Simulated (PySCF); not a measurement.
`[SiH3]N[SiH](P)P`. The geometry is computed with GFN2-xTB (gas phase).

```
atom  x, y, z in Å
Si1   -2.3832    0.2410    0.1729
N2    -0.9671   -0.5917    0.7337
Si3    0.6676   -0.0352    0.7448
P4     1.0800    0.9724   -1.2282
P5     1.9235   -1.8759    1.0715
H6    -3.5083   -0.5569    0.6505
H7    -2.3574    1.5805    0.7624
H8    -2.3634    0.3426   -1.2883
H9    -1.1052   -1.5357    1.0549
H10    0.8543    0.8742    1.8933
H11    0.3853    2.1239   -0.9048
H12    2.2910    1.5173   -0.8296
H13    2.4925   -1.8712   -0.1888
H14    2.9897   -1.1858    1.6136
```

(1) Which two atoms are farthest apart?

(2) Work out the bond lengths Si1–H6, Si1–H8, Si3–P4, Si3–P5, P5–H13 in pm.

(3) Where is the centre of mass (commonest isotopes), and what is the radius of gyration?

(4) How far are the heavy atoms from their best plane (unweighted least squares)?

(5) How far apart are these pairs, which share no bond: N2···H8, N2···H10, Si3···H14, H7···H13, H10···H13?

(6) What are the angles N2–Si1–H6, N2–Si1–H8, H6–Si1–H7, N2–Si3–P5, N2–Si3–P4, H11–P4–H12?

(7) What is the repulsion energy of the bare nuclei, Σ ZA·ZB/RAB?

(8) Give the dihedral angles N2–Si3–P5–H14, H6–Si1–N2–Si3, P5–Si3–P4–H11, H9–N2–Si3–H10.

(9) Write the matrix of distances between heavy atoms (Å, lower triangle).

Answers

(1) H6···H14, 6.60 Å; the next longest distance is 6.33 Å.

(2) For Si1–H6 the difference vector is (-1.1251, -0.7979, 0.4776) Å, of length 1.4597 Å. Si1–H6 146.0; Si1–H8 146.5; Si3–P4 225.3; Si3–P5 225.2; P5–H13 138.3 pm.

(3) Mass 140.975 u; centre at (0.221, -0.207, 0.240) Å; Rg = √(Σ m r²/M) = 2.132 Å. As Ia + Ib + Ic = 2 Σ m r², the three principal moments sum to 1281.9 u·Å².

(4) 0.288 Å rms; Si1 0.11, N2 0.05, Si3 0.56, P4 0.16, P5 0.24 Å (magnitudes).

(5) N2···H8 2.629 Å (2 bonds apart); N2···H10 2.610 Å (2 bonds apart); Si3···H14 2.733 Å (2 bonds apart); H7···H13 6.028 Å (5 bonds apart); H10···H13 3.815 Å (3 bonds apart).

(6) From the scalar product of the two bond vectors; for N2–Si1–H6 it is -0.6610 Å² over 1.7359 × 1.4597 Å², cos θ = -0.2609. N2–Si1–H6 105.1°; N2–Si1–H8 110.2°; H6–Si1–H7 112.5°; N2–Si3–P5 105.4°; N2–Si3–P4 108.2°; H11–P4–H12 92.5°.

(7) 430.88 Eh over 91 pairs, with full nuclear charges and distances in bohr; the largest single term is 49.34 Eh (Si3 with P5).

(8) N2–Si3–P5–H14 -155° (antiperiplanar); H6–Si1–N2–Si3 -168° (antiperiplanar); P5–Si3–P4–H11 -168° (antiperiplanar); H9–N2–Si3–H10 -104° (anticlinal). Dihedral signs follow IUPAC: positive where, seen along the central bond, the front bond turns clockwise onto the rear one.

(9) 
```
Si1   0.000
N2    1.736  0.000
Si3   3.116  1.727  0.000
P4    3.807  3.238  2.253  0.000
P5    4.882  3.181  2.252  3.757  0.000
```

Whether it is a minimum is left open (no frequencies). The numbers are those of one conformer.
